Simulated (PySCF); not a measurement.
A calculated (LDA, PySCF 2.14, jorge-DZP-DKH, the spin-free X2C one-electron Hamiltonian (Gaussian nucleus)) atom or ion has these occupied shells.

| shell | electrons | orbital energy (eV) | rms radius, mean of both spins (bohr) |
| --- | --- | --- | --- |
| 1s α | 1 | -9507.7 | 0.0581 |
| 1s β | 1 | -9507.7 | 0.0581 |
| 2s α | 1 | -1164.5 | 0.246 |
| 2s β | 1 | -1164.4 | 0.246 |
| 2p α | 3 | -1012.7 | 0.219 |
| 2p β | 3 | -1012.7 | 0.219 |
| 3s α | 1 | -137.32 | 0.734 |
| 3s β | 1 | -137.29 | 0.734 |
| 3p α | 3 | -92.165 | 0.776 |
| 3p β | 3 | -92.110 | 0.776 |
| 3d α | 5 | -19.247 | 1.01 |
| 3d β | 5 | -19.051 | 1.01 |
| 4s α | 1 | -14.454 | 2.56 |

Q: Name the element and its charge.

A: Zn⁺ (zinc, charge +1), in [Ar] 3d10 4s1, 2S determinant.
